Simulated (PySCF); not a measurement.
CH3O (SMILES C[O]), doublet, at a GFN2-xTB geometry. Base run: PySCF with CCSD(T)/STO-3G.

PySCF was given this input:
```python
from pyscf import gto, scf, cc

mol = gto.M(
    atom='''
C    -0.541170    0.053534    0.000832
O     0.761767   -0.095889   -0.019756
H    -0.928677   -0.037737    1.042770
H    -0.817061    1.110293   -0.225599
H    -1.101380   -0.626646   -0.664113
''',
    basis='sto-3g',
    charge=0,
    spin=1,
    verbose=4,
)

mf = scf.UHF(mol)
mf.kernel()

mycc = cc.CCSD(mf)
mycc.kernel()
et = mycc.ccsd_t()
print('E(CCSD(T)) = %.10f' % (mycc.e_tot + et))
```

Each row names what was changed in the base input (with any setting that the change needs).

| change | ΔE vs base (mEh) | MP2 correlation (Eh) | CC correlation without the perturbative part (Eh) | basis functions |
|---|---|---|---|---|
| base | 0.000 | -0.06647 | -0.09207 | 13 |
| cart = on | 0.000 | -0.06647 | -0.09207 | 13 |
| method = ccsd | 0.758 | -0.06647 | -0.09207 | 13 |
| cc.conv_tol = 1e-9 | 0.000 | -0.06647 | -0.09207 | 13 |
| method = cisd | … | - | - | 13 |
| cc.iterative_damping = 0.8 | 0.000 | -0.06647 | -0.09207 | 13 |
| method = mp2 | … | -0.06647 | - | 13 |
| cc.direct = True | 0.000 | -0.06647 | -0.09207 | 13 |
| density fitting = JK and correlation | -0.180 | -0.06644 | -0.09205 | 13 |
| frozen = 2 | 0.460 | -0.06596 | -0.09161 | 13 |

### Question
Some entries are withheld; supply them.

### Answer

- method = cisd, ΔE vs base (mEh): 3.842
- method = mp2, ΔE vs base (mEh): 26.357

Open shells are given as the SCF converged; they aren't shown to be the lowest states, and a large step between rows can be another state.
